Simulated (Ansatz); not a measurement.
```yaml
crystal:
  periodic: [false, false, false]
  atoms:
    - {symbol: N, position_ang: [-1.191619, 1.306980, -0.110167]}
    - {symbol: Nb, position_ang: [0.102262, 0.151096, -0.141809]}
    - {symbol: O, position_ang: [0.682329, -0.049139, 1.659996]}
    - {symbol: O, position_ang: [-0.630237, -1.449242, -0.866665]}
    - {symbol: Cl, position_ang: [1.847165, 0.904261, -1.465440]}
    - {symbol: H, position_ang: [-1.939051, 1.983320, -0.096947]}
    - {symbol: H, position_ang: [1.382729, -0.628582, 1.968333]}
    - {symbol: H, position_ang: [-0.161476, -2.275695, -1.003102]}
basis:
  gaussian: {orbitals: ANO-RCC-VTZP}
hamiltonian: {xc: {name: wB97M-V}, pseudopotentials: {relativity: none}}
accuracy: high
```

```sh
$ ansatz run in.yaml --threads 4 --pin off --events-out ev --progress --plain --max-ram 10444MiB
```

Shortened log:

```
Functional definition: wB97M-V
4424 factors; integrals over basis functions are off by at most 4.6e-9 eV
669 factors; integrals over basis functions are off by at most 1.4e-9 eV
mean field evaluation 1: about -118870.2516 eV, gradient 9.8e1 eV
mean field evaluation 2: about -118816.1441 eV, gradient 2.1e2 eV
mean field evaluation 4: about -118886.3299 eV, gradient 1.2e1 eV
mean field evaluation 8: about -118886.6643 eV, gradient 1.0e0 eV
mean field evaluation 16: about -118886.6668 eV, gradient 1.5e-3 eV
mean field evaluation 32: about -118886.6668 eV, gradient 3.4e-8 eV
mean field -118886.66681496 eV, -4369.0044211727 hartree, gradient 3.4e-8 eV, S^2 0.000000; 0 other end points of the search recorded, 0 dependent functions left out
reference -118886.66682377 eV, -4369.0044214964 hartree; 42, 42 occupied and 192, 192 virtual orbitals, 4424 factors
WARN: the results are in doubt because the basis set is contracted for relativity, which is off
Total energy: -118886.66682377 eV, -4369.0044214964 hartree
In doubt: the basis set is contracted for relativity, which is off
```

It took 2.1 min on 4 threads of an Intel Xeon Platinum 8488C on a shared host, with 2.8 GiB of host memory at the peak.
